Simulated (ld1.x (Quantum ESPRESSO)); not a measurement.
Pb (Z = 82): one change to a TM potential, before and after

| Quantity | Value |
| --- | --- |
| Element | Pb |
| Generator | ld1.x (Quantum ESPRESSO) 7.5 |
| Type | norm-conserving Troullier–Martins (Kleinman–Bylander form) |
| Functional | LDA (PZ) |
| Relativity | scalar-relativistic |
| Frozen core | [Xe] 4f14 |
| Valence charge | 14 |
| Reference configuration | 5d10 6s2 6p1 (charge +1) |
| Partial waves | 6p (bound): rc 2.70 bohr; 5d (bound): rc 2.15 bohr; 6s (bound): rc 1.65 bohr |
| Local potential | the s channel |
| Core correction | Bessel-smoothed model core inside 0.85 bohr |

All-electron outer shells of the reference configuration (LDA (PZ), scalar-relativistic, ld1.x):

```json
{"shell": "5p", "level (eV)": "-93.73", "outermost node (bohr)": "0.49", "outermost maximum (bohr)": "0.88"}
{"shell": "5d", "level (eV)": "-29.03", "outermost node (bohr)": "0.52", "outermost maximum (bohr)": "1.07"}
{"shell": "6s", "level (eV)": "-19.59", "outermost node (bohr)": "1.01", "outermost maximum (bohr)": "1.95"}
{"shell": "6p", "level (eV)": "-10.15", "outermost node (bohr)": "1.18", "outermost maximum (bohr)": "2.50"}
```

Change: all radii but the core radius scaled by about 0.96 (s 1.58, p 2.60, d 2.06 bohr).

Cutoffs: the cutoffs (Ry, on a coarse ladder) from which the occupation-weighted sum of valence levels, in a spherical-Bessel basis at the reference potential, stays within 10 and 1 mRy of its value at 400 Ry; they do not see the model core or the augmentation charge, which bear on the density cutoff. Errors are all-electron minus pseudo energies relative to the spin-unpolarised reference configuration.

Q: How do hardness, ghosts and transferability respond?

A: The potential gets neither clearly harder nor softer (50 Ry and 90 Ry → 50 Ry and 100 Ry); of the 9 tests that both files solve, the error grows in 3 and shrinks in 0 by more than 15 % and 0.3 meV (median size 5.7 → 6.2 meV); neither file shows a bound ghost. That the errors move this way runs against the usual rule that smaller radii transfer better.

```csv
quantity,base,changed
"cutoff, loose",50 Ry,50 Ry
"cutoff, tight",90 Ry,100 Ry
bound ghosts,none,none
"error for 5d10 6s2 6p2, meV [ΔE -6.83 eV]",+3.1,+3.0
"error for 5d10 6s2 6p0, meV [ΔE 13.76 eV]",-9.1,-9.0
"error for 5d10 6s1 6p0, meV [ΔE 46.64 eV]",-25,-22
"error for 5d9 6s2 6p2, meV [ΔE 20.47 eV]",-134,-138
"error for 5d10 6s1 6p2, meV [ΔE 9.60 eV]",-5.0,-6.1
"error for 5d10 6s0 6p4, meV [ΔE 11.20 eV]",-23,-29
"error for 5d10 6s2 6p1.5, meV [ΔE -4.22 eV]",+2.0,+2.0
"error for 5d10 6s2 6p1 (spin-polarised), meV [ΔE -0.15 eV]",+0.7,+1.0
"error for 5d10 6s2 6p2 (spin-polarised), meV [ΔE -7.28 eV]",+5.7,+6.2
```
